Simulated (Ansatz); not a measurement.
Species: fluoro thiohypofluorite, SF$_{2}$, charge 0, multiplicity 1. 
Geometry from a B3LYP-D3(BJ)/def2-TZVP (Ansatz, a program for electronic structure) optimisation:
```
S
F 1 1.6052
F 1 1.6052 2 98.75
```

Basis-set convergence of Hartree-Fock and MP2 correlation energies (hartree) with Ansatz. Correlated levels leave the core frozen unless marked. No spin-orbit coupling. No relativistic terms.

```tsv
basis	functions	E(HF)	E(corr, MP2)
cc-pV(D+d)Z	51	-596.34174	-0.50415
cc-pV(T+d)Z	99	-596.44189	-0.67541
cc-pV(Q+d)Z	174	-596.46575	-0.73919
```

Extrapolating the two largest sets (X = 3 and 4) as X^-3: E(corr) = (64·(-0.73919) - 27·(-0.67541))/37 = -0.7857 Eh, an estimate of the basis-set limit. The largest set recovers 94.1 % of it, the smallest 64.2 %.
